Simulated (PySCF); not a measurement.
Static response to an electric field

Compound: meta-chlorobenzaldehyde, C₇H₅ClO.
Atom-mapped SMILES: `[O:1]=[CH:2][c:3]1[cH:4][cH:5][cH:6][c:7]([Cl:8])[cH:9]1` (hydrogens: H10 on C2; H11 on C4; H12 on C5; H13 on C6; H14 on C9)

Cartesian coordinates in Å at the GFN2-xTB level; atoms count from 1:
```
atom  x, y, z in Å
O1     3.2140    0.1400   -0.1445
C2     2.2876   -0.5963    0.0720
C3     0.8696   -0.2075    0.0200
C4     0.5247    1.1063   -0.2979
C5    -0.8042    1.4808   -0.3462
C6    -1.7998    0.5543   -0.0797
C7    -1.4531   -0.7527    0.2356
Cl8   -2.6966   -1.9060    0.5671
C9    -0.1273   -1.1435    0.2884
H10    2.4502   -1.6595    0.3365
H11    1.3169    1.8107   -0.5016
H12   -1.0740    2.4967   -0.5917
H13   -2.8399    0.8384   -0.1145
H14    0.1312   -2.1623    0.5344
```

Level: CAM-B3LYP/def2-SVPD (PySCF), static field, nuclei fixed, core orbitals frozen in the response. The polarisability tensor in these axes (au):

```
x   130.98   8.98  -4.79
y     8.98 103.12 -12.21
z    -4.79 -12.21  58.91
```

Problem. What are the eigenvalues, a third of the trace, and Δα (Δα² = ½Σ(αi − αj)² over the three pairs)?

Solution. Principal values 55.69, 102.81 and 134.51 au; mean 97.67 au = 14.47 Å³ = 16.10 × 10⁻⁴⁰ C²·m²/J; Δα = 68.70 au (70 % of the mean).

Problem. What is the dipole moment, and where does it point?

Solution. (-2.02, 0.19, 0.02) D, 2.03 D in size, pointing from the negative to the positive side. Measured along this direction, the outermost atoms are O1 at the negative end and H13 at the positive end.

Problem. Find the Langevin capture rate constant for O2+ (31.990 u) meeting this molecule (140.003 u), k = 2.342 × 10⁻⁹ cm³/s × √(α in Å³ / reduced mass in u).

Solution. The reduced mass is 26.04 u, so k = 1.75 × 10⁻⁹ cm³/s. The formula leaves out the permanent dipole, which adds to the capture rate.

Problem. Give the eigenvalues of the traceless quadrupole moment Θ = ½Σq(3rr − r²1), origin at the centre of nuclear charge.

Solution. -18.32, 1.72, 16.60 D·Å. The values depend on the origin, since the dipole doesn't vanish. The electronic extent ⟨r²⟩ about the same centre is 1576 bohr², a root-mean-square distance of 2.48 Å for the 72 electrons.

Problem. What would n − 1 = 2πNα be for an ideal gas of these molecules at 273.15 K and 1 atm, electronic part alone?

Solution. N = p/kT = 2.6868 × 10¹⁹ cm⁻³, so n − 1 = 2π × N × 14.47 × 10⁻²⁴ cm³ = 2443 × 10⁻⁶ at long wavelengths, for an ideal gas.

Problem. Form Σ f/ω² (atomic units) for the 8 lowest TDDFT singlets, given as eV and f, and set it beside the mean polarisability, which is this sum over all singlets: 3.86, 0.0002; 4.77, 0.0334; 5.39, 0.1463; 6.31, 0.6521; 6.60, 0.0003; 6.67, 0.1829; 6.79, 0.0000; 6.90, 0.0008.

Solution. They add up to 20.03 au, 20.5 % of the 97.67 au; the largest single term is 12.14 au, from the state at 6.31 eV. Terms in order: 0.01, 1.08, 3.73, 12.14, 0.01, 3.05, 0.00, 0.01 au. Higher excitations give the rest. The strengths listed sum to 1.016.

Geometry: GFN2-xTB, one conformer, isolated molecule.

The run behind these numbers computed excited states as well. Time: 48 s. Hardware: one thread, Arm Neoverse V2 (shared host).
